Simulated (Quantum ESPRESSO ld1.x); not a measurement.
One sound ld1.x (Quantum ESPRESSO 7.5) input for neutral calcium gives E = -678.6891 hartree in 24 iterations:

```
 &input
    zed=20.0,
    iswitch=1,
    rel=1,
    dft='PZ',
    config='[Ar] 4s2',
    prefix='ld1',
    max_out_wfc=37,
    file_charge='ld1.rho',
 /
```

Changed or added lines, one case at a time, and what came of them:

- xmin=-2.0: silently wrong. The mesh starts too far from the nucleus; the run ends without a warning, but the energy is off by +19.85 hartree against the default mesh.
- dx=0.003: refused. The program stops in do_mesh with "ndmx is too small": the mesh holds 3500 points at most, so dx, xmin and rmax must fit that.
- tr2=1e-22: usable despite the warning. The threshold lies below the rounding noise, so the cycle runs to its limit and warns, but the energy differs from the sound run by less than 1e-5 hartree.
- lsd=1 dft='BLYP': silently wrong. The run ends normally, but in this build (ld1.x 7.5) Etot and Exc of a spin-polarised run lack the gradient corrections of exchange and correlation and come out near their LSDA values (nitrogen, PBE: -54.132 hartree against -54.536 from two other codes). The eigenvalues and orbitals are those of the GGA; the energies must not be used.
- beta=0.95: harmless. The Broyden-type mixing copes: 11 iterations against 24, same energy.
- zed=0.0: crashed. A zed of zero is read as not set; no element symbol is given either, so there is no nucleus and the run dies.
- rel=2 relpert=.true.: refused. The program stops in ld1_readin with "perturbative SO-splitting for AE calculations with rel=0 only": the perturbative correction needs rel = 0.
